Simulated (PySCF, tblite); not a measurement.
C5H9FO.
Atom-mapped SMILES: `[CH3:1][C@@H:2]([F:3])[C@H:4]1[O:5][C@@H:6]1[CH3:7]` (hydrogens: H8, H9, H10 on C1; H11 on C2; H12 on C4; H13 on C6; H14, H15, H16 on C7)

Computed with GFN2-xTB (tblite), gas phase: Langevin dynamics at 300 K from the optimised GFN2-xTB geometry, time step 0.5 fs, friction 0.01 fs⁻¹, 2000 steps. Over the second half of the run the saved frames average 271 K.

Frame at 250 fs, instantaneous temperature 207 K:
```
atom  x, y, z in Å
C1      1.758    0.930    0.385
C2      0.927   -0.332    0.037
F3      1.622   -1.435    0.526
C4     -0.465   -0.323    0.628
O5     -1.364    0.803    0.680
C6     -1.796   -0.270   -0.148
C7     -3.033   -0.982    0.338
H8      2.485    1.048   -0.440
H9      1.258    1.901    0.508
H10     2.240    0.716    1.287
H11     0.988   -0.514   -1.073
H12    -0.515   -0.941    1.605
H13    -1.738    0.018   -1.157
H14    -3.271   -1.861   -0.310
H15    -2.772   -1.373    1.356
H16    -3.894   -0.302    0.330
```

Frame at 425 fs, instantaneous temperature 213 K:
```
atom  x, y, z in Å
C1      1.193    0.890    1.283
C2      0.371   -0.092    0.395
F3      1.120   -1.328    0.456
C4     -0.903   -0.393    1.038
O5     -1.899    0.571    0.989
C6     -2.035   -0.570    0.179
C7     -3.224   -1.456    0.539
H8      2.174    0.965    0.897
H9      0.775    1.906    1.278
H10     1.222    0.447    2.238
H11     0.292    0.228   -0.637
H12    -0.815   -0.932    2.012
H13    -1.868   -0.323   -0.884
H14    -2.815   -2.448    0.425
H15    -3.559   -1.158    1.595
H16    -4.041   -1.331   -0.196
```

Frame at 625 fs, instantaneous temperature 291 K:
```
atom  x, y, z in Å
C1      1.383    0.715    1.662
C2      0.578    0.020    0.567
F3      1.195   -1.118    0.189
C4     -0.852   -0.220    0.980
O5     -1.834    0.557    0.303
C6     -1.723   -0.795    0.028
C7     -2.786   -1.770    0.567
H8      2.409    0.588    1.392
H9      1.092    1.779    1.640
H10     1.085    0.199    2.561
H11     0.456    0.576   -0.410
H12    -1.089   -0.306    2.069
H13    -1.323   -1.082   -0.956
H14    -3.728   -1.251    0.752
H15    -2.918   -2.620   -0.208
H16    -2.400   -2.306    1.415
```

Frame at 800 fs, instantaneous temperature 297 K:
```
atom  x, y, z in Å
C1      1.625    1.044    1.881
C2      0.858    0.073    0.933
F3      1.463   -1.249    1.049
C4     -0.613   -0.113    1.307
O5     -1.629    0.480    0.592
C6     -1.574   -0.934    0.552
C7     -2.649   -1.744    1.174
H8      2.689    0.905    1.745
H9      1.396    2.053    1.557
H10     1.377    0.840    2.889
H11     0.995    0.350   -0.094
H12    -0.710   -0.194    2.380
H13    -1.321   -1.279   -0.439
H14    -2.373   -1.949    2.207
H15    -3.565   -1.194    1.177
H16    -2.776   -2.686    0.623
```

Frame at 1000 fs, instantaneous temperature 254 K:
```
atom  x, y, z in Å
C1      1.527    1.545    1.853
C2      0.828    0.464    1.034
F3      1.558   -0.731    1.093
C4     -0.655    0.207    1.276
O5     -1.557    0.700    0.320
C6     -1.437   -0.690    0.371
C7     -2.527   -1.510    1.008
H8      2.422    1.756    1.305
H9      0.945    2.422    2.023
H10     1.941    1.116    2.801
H11     0.725    0.905    0.003
H12    -0.916    0.388    2.291
H13    -1.020   -1.222   -0.427
H14    -3.032   -1.024    1.836
H15    -3.232   -1.689    0.290
H16    -2.102   -2.466    1.456
```

Task: What do single points at PBE0/pcSseg-1 (PySCF, gas phase) give on these frames?

Result: 
| t (fs) | GFN2-xTB E above start (eV) | DFT E above lowest frame (eV) | HOMO (eV) | LUMO (eV) | dipole (D) |
| --- | --- | --- | --- | --- | --- |
| 250 | 0.66 | 0.25 | -7.90 | 1.25 | 1.45 |
| 425 | 0.52 | 0.09 | -7.90 | 1.56 | 0.87 |
| 625 | 0.59 | 0.23 | -7.93 | 1.50 | 0.95 |
| 800 | 0.33 | 0.00 | -7.93 | 1.50 | 0.52 |
| 1000 | 0.67 | 0.32 | -8.01 | 1.66 | 0.79 |

Both levels order the frames alike by energy; measured from each level's lowest frame they differ by 0.10 eV at most. The HOMO–LUMO gap runs from 9.15 to 9.67 eV. These are instantaneous structures, not minima.

Task: And the isotropic GIAO shieldings (ppm) from the same runs?

Result: 
```json
{"atom": "C1", "250 fs": "166.2", "425 fs": "163.9", "625 fs": "163.2", "800 fs": "163.6", "1000 fs": "166.6", "mean": "164.7", "range": "3.4"}
{"atom": "C2", "250 fs": "94.0", "425 fs": "85.5", "625 fs": "89.0", "800 fs": "81.0", "1000 fs": "85.6", "mean": "87.0", "range": "13.0"}
{"atom": "F3", "250 fs": "363.5", "425 fs": "359.8", "625 fs": "377.6", "800 fs": "352.8", "1000 fs": "369.1", "mean": "364.6", "range": "24.8"}
{"atom": "C4", "250 fs": "117.3", "425 fs": "130.6", "625 fs": "121.2", "800 fs": "121.1", "1000 fs": "127.2", "mean": "123.5", "range": "13.3"}
{"atom": "O5", "250 fs": "266.6", "425 fs": "289.7", "625 fs": "266.7", "800 fs": "281.0", "1000 fs": "271.7", "mean": "275.1", "range": "23.1"}
{"atom": "C6", "250 fs": "129.3", "425 fs": "128.0", "625 fs": "137.7", "800 fs": "139.9", "1000 fs": "139.7", "mean": "134.9", "range": "11.9"}
{"atom": "C7", "250 fs": "161.7", "425 fs": "160.6", "625 fs": "162.5", "800 fs": "171.5", "1000 fs": "166.7", "mean": "164.6", "range": "10.9"}
{"atom": "H8", "250 fs": "29.6", "425 fs": "30.9", "625 fs": "30.4", "800 fs": "30.1", "1000 fs": "30.1", "mean": "30.2", "range": "1.3"}
{"atom": "H9", "250 fs": "29.8", "425 fs": "30.0", "625 fs": "29.6", "800 fs": "30.3", "1000 fs": "30.8", "mean": "30.1", "range": "1.2"}
{"atom": "H10", "250 fs": "31.3", "425 fs": "31.1", "625 fs": "30.1", "800 fs": "30.7", "1000 fs": "29.5", "mean": "30.5", "range": "1.8"}
{"atom": "H11", "250 fs": "25.9", "425 fs": "27.6", "625 fs": "27.3", "800 fs": "27.5", "1000 fs": "27.1", "mean": "27.1", "range": "1.7"}
{"atom": "H12", "250 fs": "27.8", "425 fs": "28.6", "625 fs": "29.0", "800 fs": "29.6", "1000 fs": "29.8", "mean": "29.0", "range": "2.0"}
{"atom": "H13", "250 fs": "29.8", "425 fs": "28.9", "625 fs": "28.3", "800 fs": "29.1", "1000 fs": "29.4", "mean": "29.1", "range": "1.5"}
{"atom": "H14", "250 fs": "29.4", "425 fs": "29.6", "625 fs": "29.8", "800 fs": "30.3", "1000 fs": "31.1", "mean": "30.0", "range": "1.7"}
{"atom": "H15", "250 fs": "29.8", "425 fs": "29.1", "625 fs": "28.7", "800 fs": "30.6", "1000 fs": "31.5", "mean": "29.9", "range": "2.8"}
{"atom": "H16", "250 fs": "29.5", "425 fs": "29.3", "625 fs": "30.2", "800 fs": "30.0", "1000 fs": "29.1", "mean": "29.6", "range": "1.1"}
```

What follows is the cost of the whole dynamics run. Time: 8.6 s of wall time; peak memory 0.18 GiB. Hardware: an AMD EPYC 9R14 with one thread (shared host).
